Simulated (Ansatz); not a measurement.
Ansatz (a program for electronic structure) input (HF/3-21G): The .json file is the Basis Set Exchange's 3-21G.

Ansatz 0.2 input:
```yaml
crystal:
  periodic: [false, false, false]
  atoms:
    - {symbol: B, position_ang: [-0.22865048, -0.03119503, -0.05720966]}
    - {symbol: H, position_ang: [0.46278195, -0.51940970, 0.90378928]}
    - {symbol: H, position_ang: [0.68047047, 0.67538482, -0.61774097]}
basis:
  gaussian:
    orbitals: 3-21G.json
hamiltonian:
  xc: {name: HF}
total_charge: -1
phonons: {temperatures: {t_min: 298.15, t_max: 298.15, t_step: 100}}
```

Q: Which harmonic wavenumbers does it give?

A: 1289, 2058, 2117 cm⁻¹ (unscaled; negative means imaginary).
